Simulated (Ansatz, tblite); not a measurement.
Forces on Cu₃H₄ at its PBE-D4/def2-SVP geometry. Total charge 0; doublet.

The xTB rows come from tblite. The structure comes from a short search, and lower isomers may exist.

GFN1-xTB (tblite), largest force 0.81 eV/Å:

```xyz
7
positions Å, forces eV/Å
Cu    0.115    1.151   -1.016    0.200    0.134   -0.198
Cu   -1.518    0.360    0.393   -0.237   -0.149    0.237
Cu    0.587   -0.816    0.408    0.740   -0.187   -0.172
H     1.357    0.146   -0.747   -0.583    0.459   -0.123
H     1.940   -1.559    0.422   -0.672   -0.141    0.421
H    -1.000   -0.915    1.214    0.244    0.268   -0.336
H    -1.481    1.633   -0.675    0.308   -0.385    0.172
```

GFN2-xTB (tblite), largest force 1.96 eV/Å:

```
Cu 0.414 -0.444 0.190
Cu -0.325 0.008 0.149
Cu 0.780 -1.538 0.939
H -0.166 1.363 -1.070
H -0.210 -0.025 0.112
H -0.327 0.332 -0.134
H -0.166 0.304 -0.186
```

LDA (SPW92)/def2-TZVP (Ansatz), largest force 0.34 eV/Å:

```
Cu -0.149 -0.145 0.195
Cu 0.317 -0.042 -0.105
Cu -0.036 0.125 -0.076
H -0.183 -0.077 0.146
H -0.278 0.196 -0.044
H 0.138 0.178 -0.216
H 0.191 -0.235 0.099
```
